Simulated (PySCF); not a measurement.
A structure optimised at PBE-D3(BJ)/def2-SVP, used in a PySCF frequency run:

```xyz
5

Al     0.0004     0.5455     0.0000
Cl     1.8256     1.5901     0.0000
Cl    -1.8099     1.6209     0.0000
Se     0.0347    -1.7614     0.0000
H     -1.4518    -1.7900     0.0000
```
Charge 0, spin multiplicity 1.

Question: Write its SMILES, formula and point group.

Answer: [Cl][Al]([Cl])[SeH], AlCl2HSe, Cs

Question: What are its rotational constants (standard atomic weights)?

Answer: 2.1375, 1.1532, 0.74909 GHz
